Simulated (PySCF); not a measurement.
H4InN, SMILES [NH2][InH2].

Coordinates come from a PBE0-D3(BJ)/def2-TZVP optimisation. The def2 effective core potentials stand for the cores of In; spin–orbit coupling is left out.

Calculation: TDA-PBE0/def2-TZVPD in PySCF 2.14.0.

Vertical excitations.  State labels are in the subgroup C2v.

| state | symmetry | energy (eV) | λ (nm) | f | main pairs |
|---|---|---|---|---|---|
| S1 | A1 | 5.21 | 238 | 0.091 | HOMO→LUMO 94 % |
| S2 | B1 | 5.49 | 226 | 0.083 | HOMO→LUMO+1 98 % |
| S3 | A2 | 5.76 | 215 | 0.000 | HOMO−1→LUMO 100 % |
| S4 | B1 | 6.15 | 202 | 0.002 | HOMO→LUMO+2 94 % |
| S5 | B1 | 6.55 | 189 | 0.045 | HOMO−2→LUMO 96 % |
| S6 | B1 | 6.78 | 183 | 0.031 | HOMO→LUMO+3 95 % |
| S7 | A2 | 7.05 | 176 | 0.000 | HOMO→LUMO+4 96 % |
| S8 | B2 | 7.17 | 173 | 0.001 | HOMO−1→LUMO+1 87 % |
| S9 | B1 | 7.41 | 167 | 0.005 | HOMO→LUMO+5 95 % |
| S10 | B2 | 7.59 | 163 | 0.001 | HOMO→LUMO+6 93 % |
| T1 | A1 | 4.02 | 309 | 0 | HOMO→LUMO 97 % |
| T2 | B1 | 4.98 | 249 | 0 | HOMO→LUMO+1 95 % |
| T3 | A2 | 5.32 | 233 | 0 | HOMO−1→LUMO 98 % |
| T4 | B2 | 6.04 | 205 | 0 | HOMO−1→LUMO+2 47 %, HOMO−1→LUMO+1 39 % |
Triplets are in the Tamm–Dancoff approximation.
